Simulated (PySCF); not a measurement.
## Peak assignment

Geometry:
| atom | x (Å) | y (Å) | z (Å) |
| --- | --- | --- | --- |
| C1 | 0.728 | -2.452 | -0.188 |
| C2 | 0.127 | -1.401 | -0.209 |
| C3 | -0.618 | -0.152 | -0.229 |
| S4 | 0.439 | 1.315 | 0.178 |
| S5 | 1.868 | 1.299 | -1.294 |
| C6 | 3.228 | 0.369 | -0.536 |
| C7 | -1.759 | -0.140 | 0.761 |
| C8 | -3.113 | -0.624 | 0.333 |
| C9 | -2.882 | 0.836 | 0.574 |
| H10 | 1.257 | -3.387 | -0.168 |
| H11 | -1.005 | 0.023 | -1.247 |
| H12 | 4.046 | 0.383 | -1.273 |
| H13 | 3.565 | 0.860 | 0.387 |
| H14 | 2.929 | -0.667 | -0.336 |
| H15 | -1.453 | -0.365 | 1.787 |
| H16 | -3.225 | -0.964 | -0.701 |
| H17 | -3.704 | -1.191 | 1.057 |
| H18 | -2.830 | 1.501 | -0.292 |
| H19 | -3.313 | 1.297 | 1.467 |

One computed conformer, non-relativistic, no solvent, averaged over atoms made equivalent by symmetry, fast rotation or ring inversion. Geometry: PBE0-D3(BJ)/def2-SVP; σ from GIAO-PBE/pcSseg-1; PySCF.

Scale: ¹³C (σref 180.03), ¹H (σref 31.20) against TMS (reference shieldings calculated alike).

(1) Assign these signals to the numbered atoms. ¹³C{¹H} NMR (computed): δ 89.5, 74.9, 58.0, 26.9, 18.3, 9.9, 9.3.

(2) Assign these signals to the numbered atoms. ¹H NMR (400 MHz, computed): δ 2.72 (m, 1H), 2.51 (s, 3H), 1.99 (d, 1H), 0.83 (m, 1H), 0.67 (m, 1H), 0.63 (m, 1H), 0.40 (m, 1H), 0.34 (m, 1H).

Results:

(1) 
89.5 → C2, alkyne carbon: sp carbons lie upfield of alkene carbons because the cylindrical π system leaves one tensor component strongly shielded
74.9 → C1, terminal alkyne carbon: the triple bond shields along its axis, which puts it between sp3 and sp2 carbons
58.0 → C3, propargylic sp3 CH bonded to S
26.9 → C6, methyl carbon bonded to S
18.3 → C7, three-membered-ring carbon: carbons of three-membered rings are unusually shielded
9.9 → C8, three-membered-ring carbon
9.3 → C9, three-membered-ring carbon

C8 and C9 lie closer than the usual error of such a calculation, so a measured spectrum could show them in the other order.

(2) 
2.72 → H11, hydrogen on a propargylic sp3 CH bonded to S
2.51 → H12/H13/H14, hydrogen on a methyl carbon bonded to S
1.99 → H10, hydrogen on a terminal alkyne carbon: it lies on the axis of the triple bond, in its shielding cone
0.83 → H15, hydrogen on a three-membered-ring carbon: cyclopropane-type protons are shielded by the ring
0.67 → H17, hydrogen on a three-membered-ring carbon
0.63 → H19, hydrogen on a three-membered-ring carbon
0.40 → H16, hydrogen on a three-membered-ring carbon
0.34 → H18, hydrogen on a three-membered-ring carbon

H17 and H19; H16 and H18 lie closer than the usual error of such a calculation, so a measured spectrum could show them in the other order.

Shifts are as computed. Against solution values, carbons near 30 ppm lie about +2 ppm off and those near 130 ppm about +2 ppm. Of 1211 compounds with measured shifts, 218 miss one by over three times the rms of a fit or turn the order of signals round; such compounds aren't used in these exercises. Multiplicities follow the n + 1 count of equivalent neighbours, as no J values were calculated; m marks all less simple cases, F and P coupling included.
